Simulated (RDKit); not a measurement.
A run for RDKit: UFF on CH6O3Si (SMILES C[Si](O)(O)O).

```python
from rdkit import Chem
from rdkit.Chem import AllChem, rdDetermineBonds

blocks = [
'''11

C     1.23231801   -0.33714811   -0.86314346
Si   -0.24359549    0.06667235    0.17065893
O    -1.61335888   -0.47660357   -0.56815888
O    -0.35642714    1.69823391    0.37684249
O    -0.10927838   -0.65267941    1.64772699
H     1.09842280    0.02347795   -1.88452011
H     2.13017978    0.12783186   -0.45226169
H     1.39366657   -1.41591556   -0.90077778
H    -2.17586882   -1.06520820   -0.05953322
H    -1.18292658    2.11181007    0.11717456
H    -0.17313188   -0.08047129    2.41589216
''',
]
mol = None
for b in blocks:
    f = Chem.MolFromXYZBlock(b)
    rdDetermineBonds.DetermineBonds(f, charge=0)
    mol = f if mol is None else Chem.CombineMols(mol, f)
Chem.SanitizeMol(mol)
print(Chem.MolToSmiles(Chem.RemoveHs(mol)))
ff = AllChem.UFFGetMoleculeForceField(mol, vdwThresh=100.0, ignoreInterfragInteractions=False)
e = ff.CalcEnergy()
print(f'UFF energy {e:.6f} kcal/mol')
```

Program output:

```
C[Si](O)(O)O
UFF energy 15.236868 kcal/mol
```

The run finished.

Cost: around 0.04 core-seconds (rough).
